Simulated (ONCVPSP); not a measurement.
Plane-wave convergence, ONCV potential for titanium (Ti)

```
Element                 : titanium (Ti)
Generator               : ONCVPSP 4.0.1
Type                    : optimised norm-conserving Vanderbilt (ONCV)
Functional              : LDA (Perdew-Wang 92)
Relativity              : fully relativistic
Frozen core             : [Ne]
Valence charge          : 12
Reference configuration : 3s2 3p6 3d2 4s2
Partial waves           : 3s+4s: rc 2.00 bohr, ncon 5, nbas 10, qcut 5.2 1/bohr, 2 projectors; 3p: rc 1.35 bohr, ncon 5, nbas 9, qcut 9.1 1/bohr, 2 projectors, debl 0.5 Ha; 3d: rc 1.80 bohr, ncon 3, nbas 7, qcut 10.3 1/bohr, 3 projectors, debl 3 Ha
Local potential         : polynomial inside 1.05 bohr (lpopt 5, dvloc0 3 Ha)
Core correction         : none
```

Open shells are filled in proportion to 2j + 1.

In the p channel the program set the typed energies aside and used -1.417, 0.250 Ha (j = l + 1/2; the other j can differ).

Q: For each optimised wave give the share of its norm inside rc, the residual kinetic energy above qcut (Ha) and the cutoffs (Ha) for errors of 10, 1, 0.1 and 0.01 mHa per electron.

A:

```tsv
wave	norm inside rc	residual KE	10 mHa	1 mHa	0.1 mHa	0.01 mHa
3s	0.983	1.1e-05	5.8	7.7	9.2	15.1
4s	0.096	3.5e-05	4.2	6.1	9.1	33.6
3p j=3/2	0.759	1.5e-05	14.7	18.9	32.4	55.3
p projector 2 j=3/2	0.075	5.0e-06	12.3	16.9	22.1	38.5
3p j=1/2	0.765	1.4e-05	15.0	19.1	31.6	53.1
p projector 2 j=1/2	0.074	4.8e-06	12.5	17.2	22.0	38.3
3d j=5/2	0.677	2.1e-08	26.3	32.9	38.4	42.7
d projector 2 j=5/2	0.219	1.8e-07	30.9	37.7	42.9	47.1
d projector 3 j=5/2	0.107	2.0e-06	34.2	41.2	46.5	50.5
3d j=3/2	0.680	2.0e-08	26.4	32.9	38.4	42.7
d projector 2 j=3/2	0.220	1.8e-07	30.9	37.7	42.9	47.1
d projector 3 j=3/2	0.107	2.1e-06	34.3	41.2	46.5	50.6
```

The occupied waves need 33 Ha and 38 Ha for 1 and 0.1 mHa.
